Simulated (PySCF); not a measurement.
NICS in one family of compounds.

Probes without a nucleus sit at each ring's centroid and 1 Å off its mean plane on both sides; NICS is minus the shielding there, NICSzz its component along the normal. Level: GIAO PBE0/pcSseg-1 (PySCF, non-relativistic, gas phase) on the GFN2-xTB geometries, one conformer each. Atom numbers follow the mapped SMILES.

Question: Order these rings by mean NICS(1)zz, lowest (most negative) first (ppm).
A. ring C2–C3–N4–C5–O9 in `[OH:1][c:2]1[cH:3][n:4][c:5]([CH2:6][CH2:7][SiH3:8])[o:9]1`
B. ring C4–N5–C6–C7–S8 in `[SiH3:1][CH2:2][CH2:3][c:4]1[n:5][cH:6][cH:7][s:8]1`
C. ring C6–N7–C8–C9–O10 in `[SiH3:1][CH2:2][SiH2:3][CH2:4][CH2:5][c:6]1[n:7][cH:8][cH:9][o:10]1`
D. ring C6–N7–C8–C9–O10 in `[CH3:1][NH:2][SiH2:3][CH2:4][CH2:5][c:6]1[n:7][cH:8][cH:9][o:10]1`

Answer: C (-29.5), D (-27.4), B (-26.2), A (-21.1).

```
                SMILES                                                     ring  NICS(0)  NICS(1)  NICS(1)zz  HOMA  rms pucker (Å)  ring atoms with four or more neighbours
[SiH3]C[SiH2]CCc1ncco1  5-membered ring with N and O; formal bonds all aromatic    -11.3    -10.4      -29.5  0.46            0.00                                        0
     CN[SiH2]CCc1ncco1  5-membered ring with N and O; formal bonds all aromatic    -11.6    -10.5      -27.4  0.45            0.00                                        0
       [SiH3]CCc1nccs1  5-membered ring with N and S; formal bonds all aromatic    -12.1    -11.4      -26.2  0.75            0.00                                        0
    Oc1cnc(CC[SiH3])o1  5-membered ring with N and O; formal bonds all aromatic    -10.1     -8.4      -21.1  0.33            0.00                                        0
```

NICS(0) gives another order. The isotropic NICS(1) gives another order. Over the 4 rings with a HOMA value its correlation coefficient with NICS(1)zz is -0.33. HOMA uses Krygowski's 1993 parameters. NICS(1) and NICS(1)zz are means over the two faces.
